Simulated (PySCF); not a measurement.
C₇H₁₂N (doublet state).
Structure used (GFN2-xTB), in Å, numbered top down from 1:
```xyz
20
C7H12N angstrom
C     -2.498   -0.374    1.078
C     -1.925   -0.372   -0.280
C     -2.665    0.572   -1.225
N     -0.513    0.058   -0.231
C      0.443   -0.922    0.254
C      1.789   -0.384    0.164
C      2.884    0.101    0.101
C      4.217    0.657    0.016
H     -2.872    0.544    1.494
H     -2.291   -1.180    1.756
H     -1.918   -1.384   -0.706
H     -2.170    0.591   -2.192
H     -3.692    0.242   -1.352
H     -2.671    1.581   -0.818
H     -0.429    0.925    0.291
H      0.362   -1.810   -0.385
H      0.262   -1.236    1.298
H      4.176    1.740    0.131
H      4.845    0.242    0.804
H      4.660    0.422   -0.951
```

The hyperfine couplings belong to this conformer and change with its torsions.

As a line formula: `[CH2][C@@H](C)NCC#CC` [radical].

Computed with PySCF, UKS B3LYP, pcH-1 on C H N, non-relativistic, mean-field spin-orbit, GIAO. The structure is a single GFN2-xTB conformer in the gas phase; no vibrational or solvent corrections. Couplings are sensitive to structure, and on GFN2-xTB geometries they can be far from those on DFT ones. The SCF solution wasn't tested for stability.

(1) What are g_iso and the isotropic 13C coupling of C1?

(2) Take this nucleus alone (I = 1/2, g_N = 1.4048) with S = 1/2. Where do its 2 lines fall at 9.398 GHz to first order, to second order and exactly?

(3) What g and a would be read from the two outer exact lines by first-order rules?

## Answers

(1) g_iso = 2.00249 and a = +93.08 MHz, or +3.321 mT (Mulliken spin population +1.03). 13C makes up about 1.07 % of the natural element, so this concerns labelled samples or satellites.

(2) B0 = hν/(g μB) = 335.316 mT and a/B0 = 0.0099. B(1) = B0 − a·mI, B(2) = B(1) − a²[I(I+1) − mI²]/(2B0); the exact values solve the Breit–Rabi equation, nuclear Zeeman term included.

```json
{"mI": "−1/2", "first order (mT)": "336.976", "second order (mT)": "336.968", "exact (mT)": "336.968", "exact − first order": "-0.008"}
{"mI": "+1/2", "first order (mT)": "333.655", "second order (mT)": "333.647", "exact (mT)": "333.647", "exact − first order": "-0.008"}
```

(3) Their midpoint, 335.307 mT, gives an apparent g of 2.00254 (true 2.00249), and their distance over 2I an apparent |a| of 3.321 mT (true 3.321).

Other couplings of abundant isotopes, left aside here: 2 × 1H 58 MHz, 1 × 1H 20 MHz, 1 × 1H 8 MHz, 1 × 14N 6 MHz, 1 × 1H 4 MHz, 3 × 1H 2 MHz.

Means are taken over nuclei equivalent by connectivity, which assumes that they swap fast. The three 1H nuclei of mean +2.1 MHz run from -1.4 to 5.1 MHz in the frozen geometry.
